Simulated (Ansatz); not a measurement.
Geometry optimisation, RKS LDA/def2-SVP in Ansatz.

The input (input.yaml):

```yaml
crystal:
  periodic: [false, false, false]
  atoms:
    - { symbol: Zn, position_ang: [0.2274, -0.2688, -1.3896] }
    - { symbol: O, position_ang: [-1.2149, -1.3449, -0.1251] }
    - { symbol: O, position_ang: [-0.734, 1.0051, -2.1656] }
    - { symbol: H, position_ang: [-0.4848, -0.6236, 0.6208] }
    - { symbol: Si, position_ang: [1.1032, 0.2325, 1.138] }
    - { symbol: H, position_ang: [-2.136, -1.4067, 0.1362] }
    - { symbol: H, position_ang: [-0.8707, 1.2044, -3.088] }
    - { symbol: H, position_ang: [1.8244, -0.8724, 1.7756] }
    - { symbol: H, position_ang: [0.1986, 0.7763, 2.1701] }
    - { symbol: H, position_ang: [2.0867, 1.2981, 0.9276] }
basis:
  gaussian: { orbitals: def2-SVP }
hamiltonian:
  xc: lda
relax:
  f_tol: 0.15
  max_steps: 25
  restrain:
    - { distance: [0, 4], at: 2.33, k: 30.0 }
    - { distance: [3, 1], at: 0.97, k: 30.0 }
    - { distance: [0, 1], at: 3.18, k: 30.0 }
    - { distance: [3, 4], at: 2.72, k: 30.0 }
```

Command:

```bash
$ ansatz run input.yaml --threads 2 --pin off --max-ram 3072MiB --backend cpu --events-out ev --progress --plain --runs-dir out
```

**Question.** Where does it end, and by what steps?

**Answer.** The run converged. The restraints hold the end off the free minimum. After 18 steps the energy has fallen by 1.776 eV (the restraints' own energy left out); Zn1 moved furthest, 1.23 Å. Parted: Zn1–O2. Joined: O2–H4.

```
step  energy less start (eV)  largest force component (eV/Å)  accepted
   0                  0.0000                           3.447       yes
   1                 -0.3376                           5.926       yes
   2                 -0.5336                           4.118       yes
   3                 -0.7953                           2.158       yes
   4                 -1.2458                           1.036       yes
   5                 -1.4580                           0.618       yes
   6                 -1.5215                           1.010       yes
   7                 -1.6169                           0.615       yes
   8                 -1.6771                           0.472       yes
   9                 -1.6857                           0.918       yes
  10                 -1.7192                           0.462       yes
  11                 -1.7250                           0.517       yes
  12                 -1.7380                           0.460       yes
  13                 -1.7469                           0.503       yes
  14                 -1.7507                           0.885       yes
  15                 -1.7631                           0.571       yes
  16                 -1.7588                           0.603        no
  17                 -1.7733                           0.532       yes
  18                 -1.7756                           0.507       yes
```

```xyz
10
Properties=species:S:1:pos:R:3
Zn 0.369 0.902 -1.043
O -1.377 -1.410 0.221
O -1.043 0.736 -2.106
H -1.176 -0.740 0.904
Si 1.304 0.389 1.016
H -1.522 -0.850 -0.581
H -0.910 0.272 -2.955
H 1.898 -0.994 0.969
H 0.134 0.360 1.979
H 2.323 1.336 1.596
```

The run took 9.6 s on 2 threads of AMD EPYC 9R45 96-Core Processor (Zen 5), with other jobs on the host, peak memory 0.16 GiB.
